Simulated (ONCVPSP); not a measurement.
**What one change does to a pseudopotential (Ga (Z = 31), ONCV)**

ONCVPSP 4.0.1 input, shortened (lines: element, Z, core and valence counts, functional; n l f; lmax; l rc ep ncon nbas qcut; lloc lpopt rc5 dvloc0; l nproj debl; icmod fcfact rcfact), LDA (Perdew-Zunger), scalar-relativistic:

```
  Ga 31.00    4    4        3      upf
    1    0    2.00
    2    0    2.00
    2    1    6.00
    3    0    2.00
    3    1    6.00
    3    2   10.00
    4    0    1.00
    4    1    2.00
    2
    0    2.05    0.00    4    8    2.60
    1    0.95    0.00    4    7   14.60
    2    0.95    0.00    4    9   14.50
    2    5    0.95    0.00
    0    2    3.50
    1    2    0.70
    2    0    2.00
    2    0.70    1.20
```

Change: s: debl 0.2. In the s channel the program set the typed energies aside and used -0.378, 0.250 Ha.

Cutoffs: the cutoffs (Ha) at which the residual kinetic energy of the hardest occupied pseudo-wave falls to 1 and 0.1 mHa per electron; they do not see the model core or the augmentation charge, which bear on the density cutoff. Errors are all-electron minus pseudo energies relative to the spin-unpolarised reference configuration.

Task: Predict the effect on cutoff, ghosts and configuration errors.

Result: The potential gets neither clearly harder nor softer (94 Ha and 111 Ha → 94 Ha and 111 Ha); both files keep a bound ghost (s); the errors of the 4 common tests hardly move; the range in which the s phases agree narrows (upper end 4.9 → 2.7).

| quantity | base | changed |
| --- | --- | --- |
| cutoff, loose | 94 Ha | 94 Ha |
| cutoff, tight | 111 Ha | 111 Ha |
| bound ghosts | s | s |
| GHOST(+) flags under 300 eV | s at 161.6 eV | s at 121.9 eV |
| error for 3p6 3d10 4s2 4p1, meV [ΔE -6.61 eV] | -8.1 | -8.1 |
| error for 3p6 3d10 4s2 4p0, meV [ΔE -0.72 eV] | -10 | -10 |
| error for 3p6 3d10 4s1 4p0, meV [ΔE 20.78 eV] | +2.1 | +1.9 |
| error for 3p6 3d10 4s2 4p0.5, meV [ΔE -4.49 eV] | -9.3 | -9.3 |
| s: phases at 2.08 bohr within 0.05 rad from the reference energy up to (Ha; the scan ends near 5) | 4.9 | 2.7 |
| p: phases at 0.97 bohr within 0.05 rad from the reference energy up to (Ha; the scan ends near 5) | to the end of the scan | to the end of the scan |
| d: phases at 0.97 bohr within 0.05 rad from the reference energy up to (Ha; the scan ends near 5) | 2.5 | 2.5 |
| rms error of d²Exc/dni dnj with the model core, mHa | 2.09 | 2.09 |

 A true bound ghost makes a file unfit for plane-wave use even where its test errors are small: the radial tests pick states by their node count and pass the ghost by.
